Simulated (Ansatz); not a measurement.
## Pulling the pair apart

The pair of Li⁺ (SMILES [Li+], atom 1) and BF4⁻ (SMILES F[B-](F)(F)F, atoms 2–6), both closed shells, in one local arrangement (a lower one may exist), relaxed at PBE0-D4/def2-TZVP:

Li1  (0.017, 0.114, -1.845)
F2  (1.012, 0.444, 1.217)
B3  (-0.004, -0.029, 0.466)
F4  (0.513, -0.970, -0.541)
F5  (-1.035, -0.589, 1.132)
F6  (-0.502, 1.031, -0.427)
(Å)

BF4⁻ is shifted rigidly along the line between the mean atom positions of the two fragments (negative: closer). Counterpoise interaction energies in kJ/mol. Computed with Ansatz 0.2.0 (basis: def2-TZVPPD); correlated methods freeze the cores. The outer core shell of Li, Na, Mg and K is correlated.

| shift (Å) | MP2 | wB97M-V | r2SCAN-D4 |
| --- | --- | --- | --- |
| -0.18 | -599.1 | -610.3 | -606.4 |
| -0.09 | -613.0 | -622.9 | -618.9 |
| 0.00 | -618.5 | -627.4 | -623.3 |
| 0.09 | -617.6 | -625.5 | -621.5 |
| 0.21 | -608.5 | -615.3 | -611.4 |
| 0.44 | -577.4 | -582.7 | -579.1 |
| 0.88 | -502.3 | -505.7 | -503.8 |
| 1.77 | -380.4 | -381.8 | -382.1 |

Task: What does CCSD(T) give at these shifts? (To be estimated.)

Result: Computed: -601.4, -614.9, -620.1, -618.9, -609.4, -577.8, -502.4, -380.4 kJ/mol. For zero shift, CCSD(T) at an estimated basis limit (MP2 extrapolated from triple and quadruple zeta, plus CCSD(T) − MP2 in triple zeta) gives -628.0 kJ/mol. These are counterpoise interaction energies, counted from the two frozen fragments.

No T1 diagnostic of these runs exceeds 0.013.

For scale, one of the runs: CCSD(T)/def2-TZVPPD, 219 basis functions, launched by `ansatz run in.yaml --threads 4 --pin off --events-out ev --progress --plain --max-ram 9574MiB`. Hardware: 4 CPU threads of an Arm Neoverse V2, shared host. Wall time 30 s; peak host memory 2.6 GiB.
